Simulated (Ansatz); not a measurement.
C₂H₃BClNO (SMILES CB(Cl)N=C=O), singlet, geometry from GFN2-xTB, atoms displaced at random by about 0.08 Å a coordinate; Ansatz (an electronic-structure program) with B3LYP/6-31G, gradient.

The Ansatz input:
Ansatz 0.2 input:
```yaml
crystal:
  periodic: [false, false, false]
  atoms:
    - {symbol: B, position_ang: [0.31629774, -0.35559110, 0.61750631]}
    - {symbol: Cl, position_ang: [1.82200987, -0.12758924, 0.04310636]}
    - {symbol: C, position_ang: [0.01508572, -1.11486722, 2.08468354]}
    - {symbol: H, position_ang: [-0.65752953, -2.04481165, 1.92393460]}
    - {symbol: H, position_ang: [-0.93712206, -0.47899252, 2.50551599]}
    - {symbol: H, position_ang: [0.77522971, -1.21772692, 2.65659015]}
    - {symbol: N, position_ang: [-0.87092280, 0.21644619, -0.10745298]}
    - {symbol: C, position_ang: [-1.28744277, 0.64972822, -1.08041453]}
    - {symbol: O, position_ang: [-2.08622597, 1.16730532, -2.07624352]}
basis:
  gaussian:
    orbitals: 6-31G
hamiltonian:
  xc: b3lyp
output: {forces: true}
```

Problem. What does Ansatz print? Leave out banner, timings and long lists.

Solution. 
```
Functional definition: B3LYP
823 factors; integrals over basis functions are off by at most 1.9e-4 eV
mean field evaluation 1: about -18847.4851 eV, gradient 6.3e1 eV
mean field evaluation 2: about -18824.0780 eV, gradient 1.2e2 eV
mean field evaluation 4: about -18855.6380 eV, gradient 9.7e0 eV
mean field evaluation 8: about -18855.9764 eV, gradient 1.1e0 eV
mean field evaluation 16: about -18855.9797 eV, gradient 2.0e-4 eV
mean field -18855.97967258 eV, -692.9444719252 hartree, gradient 2.0e-5 eV, S^2 0.000000; 0 other end points of the search recorded, 0 dependent functions left out
the calculation of the forces begins
reference -18855.97987315 eV, -692.9444792960 hartree; 26, 26 occupied and 38, 38 virtual orbitals, 823 factors
Total energy: -18855.97987315 eV, -692.9444792960 hartree
Atom 0 at     0.316298    -0.355591     0.617506 Å, force    -6.382394    -1.315225     3.795307 eV/Å
Atom 1 at     1.822010    -0.127589     0.043106 Å, force     4.885487     0.738756    -1.986896 eV/Å
Atom 2 at     0.015086    -1.114867     2.084684 Å, force    -9.267626     2.164907    -6.115258 eV/Å
Atom 3 at    -0.657530    -2.044812     1.923935 Å, force     1.699051     0.710989     0.011852 eV/Å
Atom 4 at    -0.937122    -0.478993     2.505516 Å, force     2.655069    -0.816549    -0.275918 eV/Å
Atom 5 at     0.775230    -1.217727     2.656590 Å, force     5.120266    -0.875035     4.321277 eV/Å
Atom 6 at    -0.870923     0.216446    -0.107453 Å, force     4.940458    -3.541001     6.181715 eV/Å
Atom 7 at    -1.287443     0.649728    -1.080415 Å, force    -8.620858     5.909999   -11.448049 eV/Å
Atom 8 at    -2.086226     1.167305    -2.076244 Å, force     4.970546    -2.976841     5.515971 eV/Å
Dipole moment:     0.367757    -0.352747     0.576827 e Å
```
